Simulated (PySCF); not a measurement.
An equivalent PySCF input for Cr⁺ (chromium, charge +1), [Ar] 3d5, high-spin 6S determinant, with the spin-free X2C one-electron Hamiltonian (Gaussian nucleus):

```python
from pyscf import gto, scf, dft, mp, cc
import basis_set_exchange as bse
mol = gto.M(atom="Cr 0 0 0", charge=1, spin=5, symmetry="D2h",
            basis=gto.basis.parse(bse.get_basis("aug-cc-pwCVTZ-DK", elements=["Cr"], fmt="nwchem", augment_diffuse=1)),
            nucmod="G")
mf = dft.UKS(mol, xc="LDA,VWN").sfx2c1e()
mf.irrep_nelec = {'Ag': (5, 3), 'B1g': (1, 0), 'B2g': (1, 0), 'B3g': (1, 0), 'B1u': (2, 2), 'B2u': (2, 2), 'B3u': (2, 2)}
mf.kernel()
```

It reaches the same state as the run whose output follows, with an energy that differs only through the grid. The run itself started from symmetry-adapted Hartree-Fock orbitals and held the occupation by maximum overlap, on a logarithmic radial grid, so the iterations belong to that start.

```
SCF conv_tol = 1e-09
number electrons alpha = 14  beta = 9
XC functionals = LDA,VWN
    P. A. M. Dirac.,  Math. Proc. Cambridge Philos. Soc. 26, 376 (1930)
    F. Bloch.,  Z. Phys. 57, 545 (1929)
    S. H. Vosko, L. Wilk, and M. Nusair.,  Can. J. Phys. 58, 1200 (1980)
cycle= 1 E= -1048.20492379969  delta_E= -0.0229  |g|= 0.128  |ddm|= 1.31
cycle= 2 E= -1048.19403216235  delta_E= 0.0109  |g|= 0.272  |ddm|= 0.463
cycle= 3 E= -1048.20957303882  delta_E= -0.0155  |g|= 0.0248  |ddm|= 0.364
cycle= 4 E= -1048.20975074648  delta_E= -0.000178  |g|= 0.00248  |ddm|= 0.0269
cycle= 5 E= -1048.20975220833  delta_E= -1.46e-06  |g|= 7.24e-05  |ddm|= 0.00355
cycle= 6 E= -1048.20975220955  delta_E= -1.22e-09  |g|= 2.05e-06  |ddm|= 0.000113
cycle= 7 E= -1048.20975220955  delta_E= -2.05e-12  |g|= 1.74e-07  |ddm|= 2.52e-06
converged SCF energy = -1048.20975220955  <S^2> = 8.7501776  2S+1 = 6.0000592
```
